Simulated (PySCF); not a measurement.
PySCF job for C₄H₈OSi, SMILES OCCC#C[SiH3], TDDFT-PBE0/def2-SVPD. The structure is a stationary point at PBE0-D3(BJ)/def2-SVP. The structure was generated by enumeration, and PubChem lists no compound with its InChIKey, so it may never have been made. One conformer was computed; it need not be the lowest.

```python
import numpy as np
from pyscf import gto, scf, dft, tdscf

mol = gto.M(
    atom='''
    O    -3.53127503    0.33553991    0.55829576
    C    -2.27415281   -0.10201763    0.13476752
    C    -1.15466068    0.84415239    0.58669369
    C     0.17042042    0.38195556    0.21201961
    C     1.26427821   -0.04016473   -0.12295049
    Si    2.90989241   -0.66340415   -0.61425366
    H    -3.75650824    1.13317121    0.06862298
    H    -2.10968200   -1.09293380    0.58454729
    H    -2.21783919   -0.23716717   -0.96266688
    H    -1.32557579    1.84655208    0.15357772
    H    -1.21910041    0.96357014    1.68136838
    H     3.86506502   -0.53679071    0.52600617
    H     2.81115361   -2.09980124   -1.00912828
    H     3.42888255    0.12318462   -1.77232408
    ''',
    basis='def2-SVPD',
    charge=0,
    spin=0,
    max_memory=1600,
    verbose=4,
)
mf = dft.RKS(mol, xc='pbe0').density_fit(auxbasis='def2-universal-jkfit')
mf.grids.level = 3
mf.conv_tol = 1e-9
mf.max_cycle = 100
mf.kernel()
mf.grids = dft.Grids(mol).set(level=1).build(with_non0tab=True)  # coarser grid for the response kernel
td = tdscf.TDDFT(mf)
td.singlet = True
td.nstates = 10
td.conv_tol = 1e-4
td.positive_eig_threshold = 1e-6
td.kernel(x0=td.get_init_guess(mf, 15))
td.analyze()
tt = tdscf.TDA(mf)
tt.singlet = False
tt.nstates = 4
tt.conv_tol = 1e-4
tt.positive_eig_threshold = 1e-6
tt.kernel(x0=tt.get_init_guess(mf, 9))
tt.analyze(verbose=3)
```

Program output:

```
PySCF version 2.14.0

[INPUT] verbose = 4
[INPUT] num. atoms = 14
[INPUT] num. electrons = 54
[INPUT] charge = 0
[INPUT] spin (= nelec alpha-beta = 2S) = 0
[INPUT] symmetry False subgroup None
[INPUT] Mole.unit = angstrom
[INPUT] Symbol           X                Y                Z      unit          X                Y                Z       unit  Magmom
[INPUT]  1 O     -3.531275030000   0.335539910000   0.558295760000 AA   -6.673142677215   0.634078533761   1.055026082906 Bohr   0.0
[INPUT]  2 C     -2.274152810000  -0.102017630000   0.134767520000 AA   -4.297525976310  -0.192785380577   0.254673703287 Bohr   0.0
[INPUT]  3 C     -1.154660680000   0.844152390000   0.586693690000 AA   -2.181992452004   1.595216824497   1.108690393110 Bohr   0.0
[INPUT]  4 C      0.170420420000   0.381955560000   0.212019610000 AA    0.322047919833   0.721791400155   0.400658995937 Bohr   0.0
[INPUT]  5 C      1.264278210000  -0.040164730000  -0.122950490000 AA    2.389139562155  -0.075900339567  -0.232342752981 Bohr   0.0
[INPUT]  6 Si     2.909892410000  -0.663404150000  -0.614253660000 AA    5.498899706851  -1.253652153400  -1.160771188412 Bohr   0.0
[INPUT]  7 H     -3.756508240000   1.133171210000   0.068622980000 AA   -7.098771758272   2.141383239142   0.129678638052 Bohr   0.0
[INPUT]  8 H     -2.109682000000  -1.092933800000   0.584547290000 AA   -3.986721189925  -2.065345554280   1.104634284957 Bohr   0.0
[INPUT]  9 H     -2.217839190000  -0.237167170000  -0.962666880000 AA   -4.191108657427  -0.448180997038  -1.819176752390 Bohr   0.0
[INPUT] 10 H     -1.325575790000   1.846552080000   0.153577720000 AA   -2.504975200454   3.489477705946   0.290219829635 Bohr   0.0
[INPUT] 11 H     -1.219100410000   0.963570140000   1.681368380000 AA   -2.303765893245   1.820883666409   3.177325752704 Bohr   0.0
[INPUT] 12 H      3.865065020000  -0.536790710000   0.526006170000 AA    7.303914341437  -1.014387428111   0.994007601131 Bohr   0.0
[INPUT] 13 H      2.811153610000  -2.099801240000  -1.009128280000 AA    5.312310416982  -3.968049259622  -1.906976073753 Bohr   0.0
[INPUT] 14 H      3.428882550000   0.123184620000  -1.772324080000 AA    6.479648932800   0.232785194559  -3.349207115172 Bohr   0.0

nuclear repulsion = 247.688754117356
number of shells = 83
number of NR pGTOs = 275
number of NR cGTOs = 191
basis = def2-SVPD
ecp = {}


******** <class 'pyscf.df.df_jk.DFRKS'> ********
method = DFRKS
initial guess = minao
damping factor = 0
level_shift factor = 0
DIIS = <class 'pyscf.scf.diis.CDIIS'>
diis_start_cycle = 1
diis_space = 8
diis_damp = 0
SCF conv_tol = 1e-09
SCF conv_tol_grad = None
SCF max_cycles = 100
direct_scf = False
XC library pyscf.dft.libxc version 7.1.2
    S. Lehtola, C. Steigemann, M. J. T. Oliveira, and M. A. L. Marques,  SoftwareX 7, 1–5 (2018)
XC functionals = pbe0
    C. Adamo and V. Barone,  J. Chem. Phys. 110, 6158 (1999)
    M. Ernzerhof and G. E. Scuseria,  J. Chem. Phys. 110, 5029 (1999)
radial grids:
    Treutler-Ahlrichs [JCP 102, 346 (1995); DOI:10.1063/1.469408] (M4) radial grids

becke partition: Becke, JCP 88, 2547 (1988); DOI:10.1063/1.454033
pruning grids: <function nwchem_prune>
grids dens level: 3
symmetrized grids: False
atomic radii adjust function: <function treutler_atomic_radii_adjust>
small_rho_cutoff = 0
Set gradient conv threshold to 3.16228e-05
Initial guess from minao.
tot grids = 168200
******** <class 'pyscf.df.df.DF'> ********
auxbasis = def2-universal-jkfit
init E= -521.648277533197
  HOMO = -0.3202665855241  LUMO = -0.0640117711426424  gap/eV = 6.97305
cycle= 1 E= -521.165716416742  delta_E= 0.483  |g|= 0.614  |ddm|= 7.21
  HOMO = -0.197596749701967  LUMO = 0.0130091548340348  gap/eV = 5.73088
cycle= 2 E= -521.086804478187  delta_E= 0.0789  |g|= 0.885  |ddm|= 2.51
  HOMO = -0.275421347821567  LUMO = 0.00356324137677095  gap/eV = 7.59156
cycle= 3 E= -521.240657158236  delta_E= -0.154  |g|= 0.132  |ddm|= 1.23
  HOMO = -0.287439249420435  LUMO = -0.00269902845312354  gap/eV = 7.74818
cycle= 4 E= -521.243735802367  delta_E= -0.00308  |g|= 0.0747  |ddm|= 0.288
  HOMO = -0.285954689560723  LUMO = -0.00188581865301982  gap/eV = 7.72991
cycle= 5 E= -521.245084102125  delta_E= -0.00135  |g|= 0.0205  |ddm|= 0.113
  HOMO = -0.283933991500636  LUMO = -0.000365328830003262  gap/eV = 7.71630
cycle= 6 E= -521.245187641925  delta_E= -0.000104  |g|= 0.00312  |ddm|= 0.0371
  HOMO = -0.284436920105375  LUMO = -0.000738494326006682  gap/eV = 7.71983
cycle= 7 E= -521.245190533519  delta_E= -2.89e-06  |g|= 0.000574  |ddm|= 0.00983
  HOMO = -0.284395838870606  LUMO = -0.000684644637033293  gap/eV = 7.72017
cycle= 8 E= -521.245190618243  delta_E= -8.47e-08  |g|= 0.000204  |ddm|= 0.00157
  HOMO = -0.284388951555952  LUMO = -0.000676783042072741  gap/eV = 7.72020
cycle= 9 E= -521.245190628427  delta_E= -1.02e-08  |g|= 3.15e-05  |ddm|= 0.000415
  HOMO = -0.284392864274155  LUMO = -0.0006803838506197  gap/eV = 7.72021
cycle= 10 E= -521.245190628724  delta_E= -2.97e-10  |g|= 6.34e-06  |ddm|= 0.00016
  HOMO = -0.284392306263736  LUMO = -0.00068003997235393  gap/eV = 7.72020
Extra cycle  E= -521.245190628726  delta_E= -2.27e-12  |g|= 6.55e-06  |ddm|= 2.53e-05
converged SCF energy = -521.245190628726
tot grids = 52088
Overwritten attributes  positive_eig_threshold  of <class 'pyscf.tdscf.rks.TDDFT'>


******** <class 'pyscf.tdscf.rks.TDDFT'> for <class 'pyscf.df.df_jk.DFRKS'> ********
nstates = 10 singlet
deg_eia_thresh = 1.000e-03
wfnsym = None
conv_tol = 0.0001
eigh lindep = 1e-12
eigh level_shift = 0
eigh max_cycle = 100


Excitation energies (eV)
[5.86740114 6.10628941 6.11677158 6.92131935 7.09170015 7.20721885
 7.45198785 7.49234003 7.63028352 7.7741036 ]

** Singlet excitation energies and oscillator strengths **
Excited State   1:      5.86740 eV    211.31 nm  f=0.0000
      26 -> 28        0.52814
      26 -> 29        0.16655
      26 -> 30        0.11550
      27 -> 28        0.12697
      27 -> 29       -0.36225
Excited State   2:      6.10629 eV    203.04 nm  f=0.0036
      26 -> 29        0.46776
      27 -> 28       -0.48833
Excited State   3:      6.11677 eV    202.70 nm  f=0.0008
      25 -> 29       -0.11486
      26 -> 28       -0.39593
      27 -> 29       -0.54533
Excited State   4:      6.92132 eV    179.13 nm  f=0.0117
      25 -> 28       -0.14900
      25 -> 30        0.15495
      25 -> 31       -0.13591
      27 -> 28        0.22791
      27 -> 30       -0.59892
Excited State   5:      7.09170 eV    174.83 nm  f=0.0053
      26 -> 28       -0.15222
      26 -> 30        0.59630
      26 -> 31        0.30685
Excited State   6:      7.20722 eV    172.03 nm  f=0.0080
      25 -> 28       -0.16962
      25 -> 30        0.24163
      27 -> 30        0.13638
      27 -> 31        0.59776
      27 -> 32       -0.12442
Excited State   7:      7.45199 eV    166.38 nm  f=0.1471
      25 -> 28        0.20726
      25 -> 29        0.11021
      26 -> 28        0.11983
      26 -> 29       -0.21888
      26 -> 30       -0.19488
      26 -> 31        0.52097
      27 -> 28       -0.18082
      27 -> 30       -0.11174
Excited State   8:      7.49234 eV    165.48 nm  f=0.1637
      25 -> 28       -0.43765
      25 -> 29       -0.13004
      26 -> 29        0.13713
      26 -> 30       -0.20972
      26 -> 31        0.32383
      27 -> 28        0.22007
      27 -> 29        0.10722
      27 -> 30        0.17708
      27 -> 31       -0.12183
Excited State   9:      7.63028 eV    162.49 nm  f=0.0481
      25 -> 28        0.22128
      25 -> 29       -0.49317
      25 -> 30       -0.18900
      25 -> 31        0.13520
      27 -> 29        0.10629
      27 -> 30       -0.14965
      27 -> 31        0.27407
Excited State  10:      7.77410 eV    159.48 nm  f=0.0637
      25 -> 29       -0.31552
      25 -> 30        0.37988
      25 -> 31       -0.17272
      26 -> 32       -0.17779
      27 -> 28       -0.12294
      27 -> 31       -0.19008
      27 -> 32       -0.32861

** Transition electric dipole moments (AU) **
state          X           Y           Z        Dip. S.      Osc.
  1         0.0075      0.0065      0.0097      0.0002      0.0000
  2        -0.1352      0.0674     -0.0305      0.0238      0.0036
  3        -0.0361     -0.0522     -0.0400      0.0056      0.0008
  4         0.2361     -0.1049     -0.0505      0.0693      0.0117
  5         0.1306     -0.0015     -0.1165      0.0306      0.0053
  6        -0.1112     -0.1609     -0.0824      0.0450      0.0080
  7        -0.8422      0.2635      0.1640      0.8056      0.1471
  8         0.9089     -0.1359     -0.2170      0.8916      0.1637
  9         0.4820     -0.1242     -0.0967      0.2571      0.0481
 10        -0.5743      0.0510     -0.0446      0.3345      0.0637

** Transition velocity dipole moments (imaginary part, AU) **
state          X           Y           Z        Dip. S.      Osc.
  1         0.0017      0.0009      0.0029      0.0000      0.0000
  2        -0.0300      0.0156     -0.0073      0.0012      0.0036
  3        -0.0087     -0.0116     -0.0106      0.0003      0.0010
  4         0.0594     -0.0241     -0.0114      0.0042      0.0111
  5         0.0332      0.0050     -0.0386      0.0026      0.0067
  6        -0.0340     -0.0484     -0.0258      0.0042      0.0105
  7        -0.2295      0.0733      0.0391      0.0596      0.1451
  8         0.2491     -0.0339     -0.0595      0.0668      0.1616
  9         0.1335     -0.0358     -0.0268      0.0198      0.0471
 10        -0.1622      0.0144     -0.0111      0.0266      0.0621

** Transition magnetic dipole moments (imaginary part, AU) **
state          X           Y           Z
  1        -0.0990      0.0541      0.0060
  2        -0.0599      0.0205     -0.2134
  3        -0.1135     -0.2302     -0.0239
  4         0.1596      0.1754     -0.2275
  5        -0.0553      0.1790      0.1718
  6         0.1123      0.4924     -0.6487
  7         0.4027      0.4982     -0.0507
  8         0.2779     -0.0317      0.4029
  9        -0.2059     -0.0989      0.0028
 10         0.0699      0.3104     -0.0669
Overwritten attributes  positive_eig_threshold  of <class 'pyscf.tdscf.rks.TDA'>


******** <class 'pyscf.tdscf.rks.TDA'> for <class 'pyscf.df.df_jk.DFRKS'> ********
nstates = 4 triplet
deg_eia_thresh = 1.000e-03
wfnsym = None
conv_tol = 0.0001
eigh lindep = 1e-12
eigh level_shift = 0
eigh max_cycle = 100


Excitation energies (eV)
[4.79948273 5.24693952 5.25322469 5.8887789 ]

** Triplet excitation energies and oscillator strengths **
Excited State   1:      4.79948 eV    258.33 nm  f=0.0000
Excited State   2:      5.24694 eV    236.30 nm  f=0.0000
Excited State   3:      5.25322 eV    236.02 nm  f=0.0000
Excited State   4:      5.88878 eV    210.54 nm  f=0.0000
```

The run converged.

Cost: around 6 core-minutes (rough).
